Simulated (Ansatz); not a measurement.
C3H6O, charge +1, doublet, geometry from GFN2-xTB (a state made from the parent by changing its charge; the spin is typed, not shown lowest); SC-NEVPT2/6-31G, CASSCF(5,7) (Ansatz, a program for electronic structure).

Here is a job for Ansatz.
Ansatz 0.2 input:
```yaml
crystal:
  periodic: [false, false, false]
  atoms:
    - {symbol: C, position_ang: [-1.18798134, -0.16440663, -0.70642776]}
    - {symbol: C, position_ang: [-0.01211599, 0.00068219, 0.24235968]}
    - {symbol: C, position_ang: [1.25255889, 0.16077059, -0.58533617]}
    - {symbol: O, position_ang: [-0.07067121, 0.00397915, 1.41365717]}
    - {symbol: H, position_ang: [-1.27960730, -1.23722056, -0.90299999]}
    - {symbol: H, position_ang: [-1.05525499, 0.36121295, -1.64919135]}
    - {symbol: H, position_ang: [-2.07699595, 0.19354086, -0.17914396]}
    - {symbol: H, position_ang: [2.08445267, -0.19396071, 0.02998491]}
    - {symbol: H, position_ang: [1.21437183, -0.37017204, -1.53367002]}
    - {symbol: H, position_ang: [1.36363402, 1.23248944, -0.77781142]}
basis:
  gaussian:
    orbitals: 6-31G
total_charge: 1
correlation: {method: sc_nevpt2, electrons: all, active_space: {window: {electrons: 5, orbitals: 7}}}
magnetization: {spin_polarized: false, initial_magnetization: 1}
```

Q: Write the output that Ansatz gives for this input, abridged.

A: 
```
Functional definition: HF
648 factors; integrals over basis functions are off by at most 1.9e-4 eV
mean field evaluation 1: about -5207.0079 eV, gradient 4.1e1 eV
mean field evaluation 2: about -5207.0186 eV, gradient 4.1e1 eV
mean field evaluation 4: about -5211.4929 eV, gradient 4.8e0 eV
mean field evaluation 8: about -5212.1998 eV, gradient 4.7e-1 eV
mean field -5212.20502936 eV, -191.5450018694 hartree, gradient 9.6e-6 eV, S^2 0.750000; 0 other end points of the search recorded, 0 dependent functions left out
reference -5212.20502936 eV, -191.5450018694 hartree; 16, 15 occupied and 32, 33 virtual orbitals, 648 factors
state -5214.28125829 eV, -191.6213018755 hartree
state -5214.28125829 eV, -191.6213018755 hartree; corrected -5221.83760550 eV, -191.8989925134 hartree
state -5214.09436138 eV, -191.6144335407 hartree
state -5214.09436138 eV, -191.6144335407 hartree; corrected -5222.41483326 eV, -191.9202052422 hartree
state -5214.09436138 eV, -191.6144335407 hartree; corrected -5222.41483326 eV, -191.9202052422 hartree
state -5213.22625779 eV, -191.5825313221 hartree
state -5213.22625779 eV, -191.5825313221 hartree; corrected -5222.03274578 eV, -191.9061637863 hartree
state -5214.09436138 eV, -191.6144335407 hartree; corrected -5222.41483326 eV, -191.9202052422 hartree
WARN: the results are in doubt because another end's mean lies 0.187 eV lower, and its corrected mean 0.577 eV higher
Total energy: -5222.41483326 eV, -191.9202052422 hartree
In doubt: another end's mean lies 0.187 eV lower, and its corrected mean 0.577 eV higher
```
